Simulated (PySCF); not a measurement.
**Highest orbital energy against ionisation energy along group 14**

Calculated with PySCF 2.14, no spin-orbit coupling. Each cell gives −ε(HOMO) / ΔSCF in eV; NIST values include spin-orbit coupling, (s) semi-empirical, (t) theoretical.

| species | UHF | LDA | PBE | PBE0 | r2SCAN | NIST (lowest levels) |
| --- | --- | --- | --- | --- | --- | --- |
| C²⁺ (x2c-TZVPPall with one added diffuse shell each of s, p, d type, spin-free X2C) | 46.111 / 45.795 | 40.161 / 46.957 | 40.365 / 47.118 | 42.044 / 47.056 | 40.675 / 46.631 | 47.888 |
| Si²⁺ (x2c-TZVPPall with one added diffuse shell each of s, p, d type, spin-free X2C) | 32.229 / 32.042 | 28.680 / 33.625 | 28.555 / 33.487 | 29.704 / 33.348 | 28.711 / 32.956 | 33.493 |
| Ge²⁺ (x2c-TZVPPall with one added diffuse shell each of s, p, d type, spin-free X2C) | 32.440 / 32.186 | 29.605 / 34.797 | 29.227 / 34.392 | 30.257 / 34.026 | 29.523 / 34.025 | 34.058 |
| Sn²⁺ (x2c-TZVPPall with one added diffuse shell each of s, p, d, f type, spin-free X2C) | 28.793 / 28.542 | 26.526 / 31.172 | 26.085 / 30.693 | 26.995 / 30.355 | 26.252 / 30.316 | 30.506 |
| Pb²⁺ (x2c-TZVPPall with one added diffuse shell each of s, p, d, f type, spin-free X2C) | 30.170 / 29.834 | 27.877 / 32.681 | 27.451 / 32.180 | 28.388 / 31.824 | 27.656 / 31.963 | 31.937 |

Problem. How far is −ε(HOMO) from ΔSCF on average for each method, and why?

Solution. UHF 0.27 eV; LDA -5.28 eV; PBE -5.24 eV; PBE0 -3.84 eV; r2SCAN -4.61 eV. Hartree-Fock orbital energies lack relaxation and so exceed the ΔSCF value; semilocal functionals have convex E(N) from self-interaction, so their HOMO lies far too high; exact exchange moves hybrids part of the way back.
